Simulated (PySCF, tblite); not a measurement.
Isomers of C5H12ClFSi, one GFN2-xTB conformer each. Single-point energies are computed at PBE0/pcSseg-1 (PySCF, gas phase, no added dispersion term), electronic only.

| SMILES | GFN2-xTB relative energy (kJ/mol) |
| --- | --- |
| CCCC[SiH2][C@H](F)Cl | 2.2 |
| CCC[C@H](F)[SiH2]CCl | 2.6 |
| CC[SiH2][C@@H](F)CCCl | 0.0 |

Conformers: `[CH3:1][CH2:2][CH2:3][CH2:4][SiH2:5][C@H:6]([F:7])[Cl:8]` with C1–C2–C3–C4 61°, C2–C3–C4–Si5 56°, C3–C4–Si5–C6 167°, C4–Si5–C6–F7 58°; `[CH3:1][CH2:2][CH2:3][C@H:4]([F:5])[SiH2:6][CH2:7][Cl:8]` with C1–C2–C3–C4 -176°, C2–C3–C4–F5 65°, C3–C4–Si6–C7 -168°, C4–Si6–C7–Cl8 178°; `[CH3:1][CH2:2][SiH2:3][C@@H:4]([F:5])[CH2:6][CH2:7][Cl:8]` with C1–C2–Si3–C4 180°, C2–Si3–C4–F5 175°, Si3–C4–C6–C7 -178°, C4–C6–C7–Cl8 -179°.

Task: What does PBE0/pcSseg-1 give for the same structures?

Result: 
```csv
SMILES,PBE0/pcSseg-1 E (Eh),PBE0/pcSseg-1 (kJ/mol),GFN2-xTB (kJ/mol),point group
CC[SiH2][C@@H](F)CCCl,-1046.61552,0.0,0.0,C1
CCC[C@H](F)[SiH2]CCl,-1046.61208,9.0,2.6,C1
CCCC[SiH2][C@H](F)Cl,-1046.61205,9.1,2.2,C1
```

Both levels put the same isomer lowest; measured from each level's own lowest isomer, the values differ by up to 6.9 kJ/mol (CCCC[SiH2][C@H](F)Cl: 2.2 against 9.1). Neighbours under 10 kJ/mol apart (CC[SiH2][C@@H](F)CCCl and CCC[C@H](F)[SiH2]CCl; CCC[C@H](F)[SiH2]CCl and CCCC[SiH2][C@H](F)Cl) can change places with a better method, another conformer or zero-point energy.

Task: Which frontier levels, dipoles and rotational constants go with these structures?

Result: 
```tsv
SMILES	HOMO (eV, PBE0/pcSseg-1)	LUMO (eV)	dipole (D)	A, B, C (MHz)
CC[SiH2][C@@H](F)CCCl	-8.03	0.49	2.80	2301, 514.7, 436.5
CCC[C@H](F)[SiH2]CCl	-7.90	0.41	2.41	3249, 497.8, 457.5
CCCC[SiH2][C@H](F)Cl	-8.09	0.28	2.21	2726, 602.5, 559.2
```

Task: What happens when harmonic zero-point energies from GFN2-xTB frequencies are added?

Result: 
| SMILES | ZPE (kJ/mol) | electronic (kJ/mol) | with ZPE (kJ/mol) |
| --- | --- | --- | --- |
| CC[SiH2][C@@H](F)CCCl | 411.6 | 0.0 | 0.0 |
| CCC[C@H](F)[SiH2]CCl | 412.1 | 9.0 | 9.5 |
| CCCC[SiH2][C@H](F)Cl | 413.6 | 9.1 | 11.2 |

The zero-point energies span 2.0 kJ/mol. The order is unchanged.
